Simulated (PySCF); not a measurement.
Several orderings of computed values.

Species are written as SMILES; each is one conformer at its optimised geometry, gas phase, non-relativistic unless stated. Electronic properties by PySCF.

The conformers computed, where there is a choice (atom-mapped SMILES and torsion angles):
- `[CH3:1][O:2]/[C:3]([F:4])=[C:5]1[C:6]([Cl:7])=[C:8]\1[C:9]([F:10])([F:11])[F:12]`: C1–O2–C3–F4 -45°, C6–C8–C9–F10 -11°
- `[CH:1]#[C:2][C:3](=[O:4])[CH2:5][C:6](=[CH2:7])[CH2:8][O:9][CH3:10]`: C2–C3–C5–C6 -175°, C3–C5–C6–C7 102°, C5–C6–C8–O9 -57°, C6–C8–O9–C10 -72°
- `[CH3:1][O:2][c:3]1[cH:4][cH:5][c:6]([CH:7]2[CH2:8][CH2:9]2)[o:10]1`: C1–O2–C3–C4 -2°, C5–C6–C7–C8 37°
- `[CH3:1][S:2]/[C:3](=[CH:4]\[F:5])[C@H:6]([CH3:7])[CH2:8][F:9]`: C1–S2–C3–C4 1°, S2–C3–C6–C7 -118°, C3–C6–C8–F9 69°
- `[CH2:1]=[CH:2][C@@:3]1([F:4])[O:5][C@@H:6]1[CH2:7][F:8]`: C1–C2–C3–F4 8°, O5–C6–C7–F8 180°
- `[CH3:1][C@H:2]([C:3]#[N:4])[C@@H:5]([CH3:6])[C:7]([F:8])=[C:9]([F:10])[F:11]`: C1–C2–C5–C6 -178°, C2–C5–C7–F8 -57°
- `[CH2:1]=[C:2]([CH3:3])[C:4]1[CH2:5][O:6][CH2:7][C:8]1=[O:9]`: C1–C2–C4–C5 180°
- `[CH3:1][CH2:2][P:3](=[O:4])([O-:5])[CH2:6][CH3:7]`: C1–C2–P3–O4 -66°, C2–P3–C6–C7 180°
- `[CH2:1]=[C:2]([CH3:3])/[CH:4]=[CH:5]\[N:6]([SiH3:7])[SiH2:8][F:9]`: C1–C2–C4–C5 120°, C4–C5–N6–Si7 141°, C5–N6–Si8–F9 -152°
- `[CH2:1]=[CH:2][S:3]([F:4])([F:5])([F:6])([F:7])[F:8]`: C1–C2–S3–F4 -45°

The conformers of `C=CC[Si@](O)(S)CC` and `O=C[C@@H]1CN[SiH2]C1` aren't listed.

Question: Rank by HOMO energy, highest first (PBE0/pcSseg-1 at GFN2-xTB geometries).
A. `C=CC[Si@](O)(S)CC`
B. `C1(CC1)c1ccc(o1)OC`
C. `C([C@@]1(F)O[C@@H]1CF)=C`
D. `O=C[C@@H]1CN[SiH2]C1`
E. `CO/C(F)=C1C(Cl)=C\1C(F)(F)F`
F. `C#CC(=O)CC(=C)COC`
G. `CS/C([C@@H](CF)C)=C\F`

Answer: B (-5.51 eV), G (-6.10 eV), E (-6.21 eV), D (-6.68 eV), A (-7.14 eV), F (-7.54 eV), C (-7.94 eV).

Q: Give the two extremes of that set in hartree.

A: `C=C[C@@]1(F)O[C@@H]1CF`: -0.292 Eh; `COc1ccc(C2CC2)o1`: -0.202 Eh.

Question: Rank by HOMO–LUMO gap, highest first (PBE0/pcSseg-1 at GFN2-xTB geometries).
A. `CS/C(=C\F)[C@H](C)CF`
B. `C#CC(=O)CC(=C)COC`
C. `C=C[C@@]1(F)O[C@@H]1CF`
D. `FC([C@@H]([C@@H](C#N)C)C)=C(F)F`
E. `C1(=C(\F)OC)C(=C/1C(F)(F)F)Cl`

Answer: D (7.82 eV), C (7.43 eV), A (6.56 eV), B (5.77 eV), E (4.58 eV).

Question: Rank by smallest rotational constant, lowest first (GFN2-xTB).
A. `C=C[C@@]1(F)O[C@@H]1CF`
B. `O=P([O-])(CC)CC`
C. `CS/C(=C\F)[C@H](C)CF`
D. `C=C(C)[C]1COCC1=O` [radical]

Answer: C (0.735 GHz), D (0.953 GHz), A (1.170 GHz), B (1.419 GHz).

Q: Give the two extremes of that set in cm⁻¹.

A: `CS/C(=C\F)[C@H](C)CF`: 0.0245 cm⁻¹; `CCP(=O)([O-])CC`: 0.0473 cm⁻¹.

Question: Rank by dipole moment, highest first (PBE0/pcSseg-1 at GFN2-xTB geometries).
A. `CO/C(F)=C1C(Cl)=C\1C(F)(F)F`
B. `C=CS(F)(F)(F)(F)F`
C. `C=C(C)/C=C\N([SiH3])[SiH2]F`
D. `[C@H]([C@H](C)C#N)(C)C(=C(F)F)F`

Answer: B (3.72 D), A (2.84 D), D (2.13 D), C (1.70 D).

Q: Give the two extremes of that set in atomic units.

A: `C=C(C)/C=C\N([SiH3])[SiH2]F`: 0.67 au; `C=CS(F)(F)(F)(F)F`: 1.46 au.
